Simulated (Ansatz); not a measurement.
`O[CH2][InH][Br]` + H₂ → `[CH3][InH][Br]` + H₂O at 298.15 K and 1 bar (hydrogenolysis of a C–O bond).

Isolated molecules relaxed with PBE0-D4/def2-TZVP in Ansatz; ΔE leaves out vibrations. CBS: MP2 limit from def2 TZ/QZ plus the TZ coupled-cluster correction, frozen cores. This one scheme is used for every species. def2 core potentials past Kr. For Br, In outer-core shells are correlated without core-valence functions, which leaves a few kJ/mol of doubt a bond. Scalar relativity is left out up to krypton. One conformer a species, not always the lowest.

| species | CCSD(T)/CBS energy (Eh) | H − E (kJ/mol) | S (J/(mol·K)) |
| --- | --- | --- | --- |
| `O[CH2][InH][Br]` | -2878.79003 | 146.8 | 360.3 |
| H₂ | -1.17544 | 35.1 | 130.4 |
| `[CH3][InH][Br]` | -2803.63750 | 129.0 | 347.0 |
| H₂O | -76.37941 | 66.4 | 188.7 |

H − E and S are ideal-gas, rigid-rotor, harmonic terms from PBE0-D4/def2-TZVP, for one conformer and one mirror image of each species. For small species the MP2-based limit differs from directly extrapolated CCSD(T) by up to some mEh (0.8 for H₂); such offsets cancel only in part. 1 Eh = 2625.50 kJ/mol, R = 8.31446 J/(mol·K).

By hand: ΔE, ΔH, ΔS and ΔG.

ΔE = (-2803.63750) + (-76.37941) − (-2878.79003) − (-1.17544) = -0.05144 Eh = -135.1 kJ/mol. Δ(H − E) = 129.0 + 66.4 − 146.8 − 35.1 = 13.5, so ΔH = -121.6 kJ/mol. ΔS = 347.0 + 188.7 − 360.3 − 130.4 = 45.0 J/(mol·K). ΔG = -121.6 − 298.15 × (45.0)/1000 = -135.0 kJ/mol.

By hand: the equilibrium constant, and the temperature at which ΔG would vanish if ΔH and ΔS stayed fixed.

log₁₀ K = −ΔG/(RT ln 10) = 23.7. ΔH and −TΔS have one sign here, so there is no such temperature.

ΔH outweighs TΔS. A doubt of 5 kJ/mol in ΔE shifts log₁₀ K by 0.9 here. Other conformers and mirror images would add mixing entropy, several J/(mol·K) or more a flexible species. Modes under 60 cm⁻¹, often nearly free rotors, make the harmonic entropy too high. These are equilibria of isolated gas molecules and say nothing of rates. Largest T1 diagnostic: 0.012 (customary marks: 0.02 for closed shells, 0.045 for open ones).
